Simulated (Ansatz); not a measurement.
Conformers of H$_{8}$N$_{2}$O$_{2}$Si$_{2}$ (`N[SiH2][Si](N)(O)O`), each relaxed with PBE0-D4/def2-TZVP in Ansatz. CBS adds the triple-zeta coupled-cluster correction to the MP2 limit.

Not all of them had a frequency check.

Conformer A:

Z-matrix (Å, degrees):
```
Si
Si 1 2.340
N 1 1.738 2 103.1
H 1 1.490 2 112.5 3 114.7
H 1 1.499 2 112.9 3 -125.1
O 2 1.649 1 108.1 3 -49.0
N 2 1.712 1 106.4 3 68.5
O 2 1.644 1 115.8 3 -167.4
H 3 1.010 1 116.8 2 -56.2
H 3 1.009 1 119.3 2 167.6
H 6 0.960 2 114.7 1 35.3
H 7 1.010 2 118.8 1 -163.0
H 7 1.009 2 119.1 1 57.3
H 8 0.959 2 116.5 1 76.8
```

Conformer B:

```xyz
14

N    -2.179   -0.922   -0.232
Si   -1.016   -0.139   -1.244
Si    0.868    0.125    0.114
N     0.846    1.315    1.359
O     2.131    0.505   -0.867
O     0.978   -1.330    0.884
H    -3.114   -1.087   -0.571
H    -1.855   -1.708    0.311
H    -1.577    1.181   -1.651
H    -0.680   -0.854   -2.516
H     0.187    1.203    2.114
H     0.906    2.288    1.096
H     2.939    0.798   -0.440
H     1.566   -1.375    1.641
```

(1) Which is lowest in electronic energy at CCSD(T)/CBS (frozen core, def2 sets), and by how much? (Estimate.)

(2) Give the energies relative to B (kJ/mol) with r2SCAN-D4/def2-TZVPP, PBE0-D4/def2-TZVPP, ωB97M-V/def2-TZVPP, SCS-MP2/def2-TZVPP, CCSD/def2-TZVPP, SCS-MP2/def2-QZVPP, MP2/CBS(def2). (An estimate is asked.)

Answers

(1) Computed: B; A lies 3.4 kJ/mol higher.

(2) The calculation gave: 
| level | A |
| --- | --- |
| r2SCAN-D4/def2-TZVPP | 1.0 |
| PBE0-D4/def2-TZVPP | 1.4 |
| ωB97M-V/def2-TZVPP | 1.7 |
| SCS-MP2/def2-TZVPP | 3.3 |
| CCSD/def2-TZVPP | 3.1 |
| SCS-MP2/def2-QZVPP | 3.7 |
| MP2/CBS(def2) | 3.7 |
